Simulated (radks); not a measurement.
These are the eigenvalues of the occupied orbitals of an atom or ion with whole-number occupations (hartree). Method: Dirac Kohn-Sham, LDA (Slater exchange, Perdew-Wang correlation), spin-unpolarised, spherical densities, finite nucleus; Fermi nuclear charge, rms radius of each element as measured or else 0.836 A^(1/3) + 0.57 fm; computed with a radial shooting solver on a logarithmic mesh with Libxc functionals.

| orbital | eigenvalue |
|---|---|
| 1s1/2 | -2394.543 |
| 2s1/2 | -410.4894 |
| 2p1/2 | -392.3176 |
| 2p3/2 | -348.5761 |
| 3s1/2 | -94.67607 |
| 3p1/2 | -86.58160 |
| 3p3/2 | -77.21364 |
| 3d3/2 | -63.42559 |
| 3d5/2 | -61.38155 |
| 4s1/2 | -20.17995 |
| 4p1/2 | -16.85761 |
| 4p3/2 | -14.68500 |
| 4d3/2 | -9.19942 |
| 4d5/2 | -8.79801 |
| 5s1/2 | -3.47890 |
| 5p1/2 | -2.48559 |
| 5p3/2 | -2.15648 |
| 4f5/2 | -1.98168 |
| 4f7/2 | -1.91130 |
| 5d3/2 | -0.86328 |
| 6p1/2 | -0.55961 |

Which element is it, and in what charge state? The configuration may be excited. Open shells, if any, fill j = l - 1/2 first.

Answer. Z = 72, hafnium, charge +2: Hf2+ in [Xe] 4f12 5d3 6p1. The list shows which subshells hold electrons but not how many an open one holds; the 1s level, -2394.5 hartree, gives Z - s = 69.2 by -(Z - s)^2/2, which with screening and relativity narrows Z to a few neighbours, and the depths of the outer levels then fix element, charge and occupations together.
